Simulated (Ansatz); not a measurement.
ZrO₂⁻, relaxed as a doublet with UKS PBE-D4/def2-TZVPD in Ansatz, starting from the GFN1-xTB geometry. Force threshold 0.02 eV/Å.

In the def2 sets Zr takes a core potential; there is no spin–orbit coupling. The highest occupied level of the charge -1 doublet lies above zero (up to 0.46 eV). By energy differences its removal costs 1.68 eV (vertical, to the charge 0 singlet, at PBE-D4/def2-TZVPD); a positive level beside a positive removal energy at the same level points to self-interaction error. The relaxation made no stability test and no search for a lower SCF solution. The structure comes from a short search, and lower isomers may exist.

Start:

```xyz
3

Zr   -0.001    0.000    0.000
O    -0.866    0.261   -1.549
O     0.866   -0.261    1.549
```

| step | energy (eV) | largest force component (eV/Å) | SCF passes |
| --- | --- | --- | --- |
| 1 | -5373.2937 | 4.270 | 19 |
| 2 | -5373.7981 | 0.021 | 27 |
| 3 | -5373.7984 | 0.064 | 25 |
| 4 | -5373.8057 | 0.287 | 27 |
| 5 | -5374.0728 | 1.349 | 32 |
| 6 | -5374.7784 | 1.310 | 31 |
| 7 | -5375.3802 | 1.946 | 28 |
| 8 | -5375.7203 | 1.671 | 28 |
| 9 | -5375.8069 | 0.364 | 22 |
| 10 | -5375.8097 | 0.047 | 22 |
| 11 | -5375.8099 | 0.004 | 22 |

Force components are those of the run's own axes.

End:

```csv
atom,x (Å),y (Å),z (Å)
Zr1,-0.620,-0.022,0.343
O2,-0.402,0.226,-1.445
O3,1.022,-0.204,1.102
```

By distances, no bond broke or formed. The bond that changes most is Zr1–O3, from 1.79 to 1.82 Å (atoms count from 1).

No frequencies were taken in this run, so the end may be a saddle point.

Hardware: 4 threads of Arm Neoverse N1 on a shared host. Wall time 17 s.
